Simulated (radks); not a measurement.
Effect of the nuclear size on neutral iron, [Ar] 3d6 4s2. Calculated with a radial shooting solver on a logarithmic mesh with Libxc functionals: Dirac Kohn-Sham, relativistic LDA (MacDonald-Vosko exchange, VWN5 correlation), spin-unpolarised, spherical densities, finite nucleus; open shells fill j = l - 1/2 first; Fermi nuclear charge, rms radius 3.7377 fm. The rms radius is varied about that value; shifts are against it.

rms radius (fm)	total energy shift (eV)	density at nucleus (e/bohr^3)	1s1/2 shift (meV)	2s1/2 shift (meV)	3s1/2 shift (meV)
3.0649	-0.0360	1.508e+04	-15.2	-1.37	-0.193
3.5209	-0.0124	1.499e+04	-5.22	-0.470	-0.066
3.7377	0	1.495e+04	0.000	0.000	0.000
3.9134	0.0105	1.492e+04	4.45	0.401	0.056
4.1302	0.0242	1.489e+04	10.2	0.919	0.129

Slopes of the eigenvalues against <r^2> in GHz/fm^2, as finite differences over the two radii next to the reference (eigenvalue slopes, not the field-shift constants of lines): 1s1/2 802, 2s1/2 72.1, 3s1/2 10.1.
